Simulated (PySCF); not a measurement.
# How methods differ on the ionisation energy of Rb¹⁰⁺

Rb¹⁰⁺ [Ar] 3d9 [3d3/2^4 3d5/2^5, M_J = 5/2] → Rb¹¹⁺ [Ar] 3d8 [3d3/2^4 3d5/2^4, M_J = 4], as a difference of total energies. Computed with PySCF 2.14 in an uncontracted even-tempered set (18 s from 0.64 bohr⁻², ratio 2.8; 13 p from 0.83 bohr⁻², ratio 2.8; 9 d from 0.83 bohr⁻², ratio 2.8; 4 f from 5.2 bohr⁻², ratio 3), with the two-component X2C-1e Hamiltonian. Correlated levels: [Ne] frozen; the 88 highest virtual spinors dropped. "Screened" scales the spin-orbit matrix elements by Boettger's factors to mimic the two-electron term; Breit and QED terms are absent.

```json
{"method": "GHF (screened spin-orbit)", "ionisation energy (eV)": "313.28"}
{"method": "GMP2 (screened spin-orbit)", "ionisation energy (eV)": "315.04"}
```

**Question.** How much does correlation contribute at GMP2 (screened spin-orbit)?

**Answer.** 315.04 − (313.28) = 1.76 eV, measured against GHF (screened spin-orbit).

The labels give the starting determinants; with spin-orbit coupling the two ends relaxed to ⟨J²⟩ = 8.75, ⟨L²⟩ = 6.00, ⟨S²⟩ = 0.75 and ⟨J²⟩ = 20.00, ⟨L²⟩ = 12.07, ⟨S²⟩ = 1.99.

For comparison: 313.1 ± 2.4 eV (theoretical estimate listed by NIST; NIST Atomic Spectra Database, ionization energies).
